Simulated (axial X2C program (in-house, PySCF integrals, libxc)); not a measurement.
**SnO⁺ along the bond: PBE0, with spin–orbit coupling**

All values were computed with an in-house relativistic program for diatomic molecules. Two-component (2c) means X2C with spin–orbit coupling and atomic mean-field two-electron Coulomb and Gaunt terms. Basis: Sn dyall-cv3z [11s12p9d4f1g], O dyall-av3z [7s6p3d2f] (cores contracted in-house); Gaussian nuclei, density fitting, unrestricted open shells. Masses: Sn 119.902 u, O 15.995 u.

State: Ω = 3/2 (⟨Sz⟩ = 0.50, ⟨Lz⟩ = 1.00 at PBE0). Dipoles are positive if O is the positive end and refer to the centre of mass.

```tsv
R (Å)	μ (D)	HOMO (eV)	LUMO (eV)
1.723	-1.347	-15.20	-12.76
1.802	-1.709	-15.20	-12.28
1.861	-1.975	-15.17	-11.94
1.921	-2.233	-15.11	-11.63
1.980	-2.483	-14.92	-11.34
2.049	-2.762	-14.54	-11.04
2.119	-3.022	-14.19	-10.78
2.208	-3.325	-13.78	-10.50
2.317	-3.628	-13.32	-10.26
2.475	-3.860	-12.76	-10.06
```

The minimum lies at 1.974 Å. What is the dipole moment there?

At PBE0, 2c, with the sign and origin stated: μ = -2.46 D.

The state is one determinant whose occupation by symmetry is held fixed; it was picked as the lowest of a PBE0 search that is not exhaustive. Density functionals use the spin component along the axis (collinear). PBE0 can misorder states that lie within some tenths of an eV, so this need not be the ground state of the molecule. The nearest other 2c determinant of the search, Ω = 1/2, lies 0.06 eV up at the distance of the search. The functionals have no current-density term, which raises determinants with orbital currents, atoms included.
